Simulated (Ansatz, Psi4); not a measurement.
Interaction energy of H2Ge ··· H2O (SMILES [GeH2] and O), singlet. Monomers: optimised at B3LYP-D3(BJ) (def2-TZVP), held rigid. Orientation: lowest of the rigid-body minima from ten starts at GFN2-xTB. The monomers approach along the line of their centres of mass (distance R); nothing else relaxes.

PBE/def2-TZVP, counterpoise-corrected (Psi4); PBE-D3(BJ)/def2-TZVP, counterpoise-corrected (Psi4); PBE0-D3(BJ)/def2-TZVP, counterpoise-corrected (Psi4); CCSD(T)/aug-cc-pVDZ = CCSD(T) on RHF/aug-cc-pVDZ, cores with 3d frozen, counterpoise-corrected (Ansatz, a quantum-chemistry and plane-wave program).

Interaction energies in kJ/mol; the last columns give the difference from CCSD(T):

```tsv
R / Å	PBE/def2-TZVP	PBE-D3(BJ)/def2-TZVP	PBE0-D3(BJ)/def2-TZVP	CCSD(T)/aug-cc-pVDZ	PBE/def2-TZVP − CCSD(T)/aug-cc-pVDZ	PBE-D3(BJ)/def2-TZVP − CCSD(T)/aug-cc-pVDZ	PBE0-D3(BJ)/def2-TZVP − CCSD(T)/aug-cc-pVDZ
2.18	-56.81	-61.09	-60.60	-34.83	-21.98	-26.26	-25.78
2.41	-60.84	-65.22	-62.41	-44.51	-16.33	-20.70	-17.89
2.59	-54.62	-58.81	-55.30	-41.63	-12.99	-17.18	-13.66
2.83	-43.15	-46.95	-43.43	-33.78	-9.37	-13.18	-9.65
3.08	-31.91	-35.22	-32.27	-25.52	-6.38	-9.69	-6.74
3.42	-20.31	-22.90	-20.96	-16.82	-3.49	-6.07	-4.14
3.90	-10.66	-12.31	-11.44	-9.33	-1.33	-2.98	-2.11
4.59	-4.56	-5.33	-5.11	-4.31	-0.25	-1.02	-0.80
5.57	-1.64	-1.90	-1.92	-1.74	0.10	-0.16	-0.18
6.90	-0.62	-0.70	-0.71	-0.67	0.04	-0.03	-0.04
```

PBE/def2-TZVP is furthest from CCSD(T)/aug-cc-pVDZ at 2.18 (-21.98 kJ/mol, below); its mean absolute difference over the points is 7.23 kJ/mol.

PBE-D3(BJ)/def2-TZVP is furthest from CCSD(T)/aug-cc-pVDZ at 2.18 (-26.26 kJ/mol, below); its mean absolute difference over the points is 9.73 kJ/mol.

PBE0-D3(BJ)/def2-TZVP is furthest from CCSD(T)/aug-cc-pVDZ at 2.18 (-25.78 kJ/mol, below); its mean absolute difference over the points is 8.10 kJ/mol.
